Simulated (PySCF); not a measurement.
**Magnetic susceptibility: `FC1=CBC(/C=C\Cl)=C1`, C₆H₅BClF**

Geometry (Å), atoms numbered from 1 in this order:
```xyz
14

F    -3.1840    0.5149    1.1790
C    -2.0767    0.2318    0.4807
C    -2.0304   -0.1403   -0.8087
B    -0.5509   -0.5364   -1.0409
C     0.2099    0.0217    0.2492
C     1.6089    0.0888    0.5647
C     2.6144    0.0874   -0.3164
Cl    2.3900    0.0579   -2.0137
C    -0.7681    0.3283    1.1318
H    -2.9130   -0.2623   -1.4110
H    -0.1696   -1.3490   -1.7812
H     1.8754    0.1758    1.6114
H     3.6509    0.1290   -0.0207
H    -0.6574    0.6518    2.1536
```

Method used: PySCF, GIAO PBE0/pcSseg-1 magnetisability, rotational g tensor and spin-rotation constants, non-relativistic, gas phase. Geometry: GFN2-xTB.

What are the magnetisability and the molar susceptibility?

Isotropic -1026 × 10⁻³⁰ J/T², or -61.8 × 10⁻⁶ cm³/mol; principal values -1130, -996, -952 × 10⁻³⁰ J/T², anisotropy 161 × 10⁻³⁰ J/T² (root of half the summed squared differences of the principal values). The susceptibility is in cgs units.

Split it along the inertial axes a, b, c into diamagnetic and paramagnetic parts about the centre of mass, with the quadrupole moment.


| axis | χ (10⁻⁶ cm³/mol) | diamagnetic (10⁻⁶ cm³/mol) | paramagnetic (10⁻⁶ cm³/mol) | summed x² of all electrons (Å²) | quadrupole Θ (D Å) |
| --- | --- | --- | --- | --- | --- |
| a | -59.2 | -411.1 | 351.9 | 381.8 | -5.04 |
| b | -58.7 | -1692.1 | 1633.4 | 79.8 | +8.81 |
| c | -67.5 | -1958.3 | 1890.9 | 17.1 | -3.78 |

Anisotropies 2χaa − χbb − χcc = +7.7 and 2χbb − χaa − χcc = +9.3 × 10⁻⁶ cm³/mol. Θ is traceless in Buckingham's convention.

And the rotational g tensor?


| axis | rotational constant (GHz) | g | nuclear part | electronic part |
| --- | --- | --- | --- | --- |
| a | 4.0087 | -0.0784 | 0.5843 | -0.6626 |
| b | 0.6767 | -0.0160 | 0.5032 | -0.5192 |
| c | 0.5891 | -0.0095 | 0.5138 | -0.5233 |

Asymmetric top; isotopes 11B, 12C, 35Cl, 19F, 1H; no vibrational averaging.
